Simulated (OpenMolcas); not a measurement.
**Computed transition rates of F4+**

| Quantity | Value |
| --- | --- |
| Program | OpenMolcas 26.06 |
| Method | RASSCF |
| Basis | ANO-RCC-VTZP [4s3p2d1f] |
| Scalar Hamiltonian | DKH2, point nucleus |
| Active space | 3 electrons in 9 orbitals (RAS2 2s 2p; RAS3 3d, at most 2 electrons) |
| State averaging | 2S+1 = 4 odd, 1 root; 2S+1 = 2 odd, 11 roots (8 in the spin-orbit step); 2S+1 = 4 even, 3 roots; 2S+1 = 2 even, 9 roots |
| Spin-orbit coupling | RASSI with atomic mean-field integrals over the reference wave functions, term energies averaged over their components |

Rates come from the transition moments of the reference wave functions (E1 and E2 in the length form). At fixed line strength A goes as λ^-3 for E1 and M1 and as λ^-5 for E2, so a rate at the computed wavelength can be rescaled to the measured one. Measured vacuum wavelengths follow from level energies in Moore, Atomic Energy Levels, vol. I, NSRDS-NBS 35 (1971 reprint of NBS Circular 467, 1949). Branching counts decays inside the model space alone, at computed energies, and the table is only a selection of the E1 lines, drawn from those between levels with measured partners whose computed energy lies within a factor of 1.5 of the measured one.

| Upper | Lower | Type | λ computed (nm) | λ measured (nm) | A computed (s-1) | A rescaled (s-1) | Branching % |
| --- | --- | --- | --- | --- | --- | --- | --- |
| 2s 2p2 2P 3/2 | 2s2 2p 2P* 3/2 | E1 | 45.85 | 46.6 | 7.81e+09 | 7.44e+09 | 83.4 |
| 2s 2p2 2P 1/2 | 2s2 2p 2P* 1/2 | E1 | 45.8 | 46.54 | 6.06e+09 | 5.78e+09 | 65.0 |
| 2s 2p2 2P 1/2 | 2s2 2p 2P* 3/2 | E1 | 45.95 | 46.7 | 3.27e+09 | 3.11e+09 | 35.0 |
| 2s 2p2 2S 1/2 | 2s2 2p 2P* 3/2 | E1 | 49.34 | 50.81 | 2.78e+09 | 2.55e+09 | 63.1 |
| 2s 2p2 2S 1/2 | 2s2 2p 2P* 1/2 | E1 | 49.17 | 50.62 | 1.62e+09 | 1.48e+09 | 36.9 |
| 2s 2p2 2P 3/2 | 2s2 2p 2P* 1/2 | E1 | 45.7 | 46.44 | 1.55e+09 | 1.48e+09 | 16.6 |
| 2s 2p2 2D 5/2 | 2s2 2p 2P* 3/2 | E1 | 64.74 | 65.73 | 9.26e+08 | 8.85e+08 | 100.0 |
| 2s 2p2 2D 3/2 | 2s2 2p 2P* 1/2 | E1 | 64.45 | 65.4 | 7.89e+08 | 7.55e+08 | 84.2 |
| 2s 2p2 2D 3/2 | 2s2 2p 2P* 3/2 | E1 | 64.74 | 65.72 | 1.48e+08 | 1.41e+08 | 15.8 |

The largest correction is for 2s 2p2 2S 1/2 → 2s2 2p 2P* 3/2 (E1): 2.78e+09 × (49.34 / 50.81)^3 = 2.55e+09 s-1, a factor of 0.92.

The computed rate and branching of 2s 2p2 2D 5/2 → 2s2 2p 2P* 3/2 give the upper level a radiative lifetime of 1.000 / 9.26e+08 s-1 = 1.08e-09 s, counting decays inside the model space alone. The rescaled rate gives about 1.1e-09 s.

The computed order of these levels differs from the measured one in 1 place, and where term gaps are wrong the rates of spin-changing lines can be off by large factors.

No measured rate stands beside these. Rescaling mends the energy factor alone: line strengths can still be far off where a level mixes with configurations outside the active space, and weak or spin-changing lines hang on small mixing coefficients that depend on the term gaps too, so rescaling need not improve them.

Active for correlation alone: 3d; no level in the range computed is led by a configuration that fills it, so any true level of that kind is missing. Computed and measured levels are paired by configuration, term and J; levels that our copy of the source lacks, or whose pairing is in doubt (as where it misses far off the trend of its configuration), stay unpaired. Levels of configurations outside the active space are missing.

* marks odd parity.
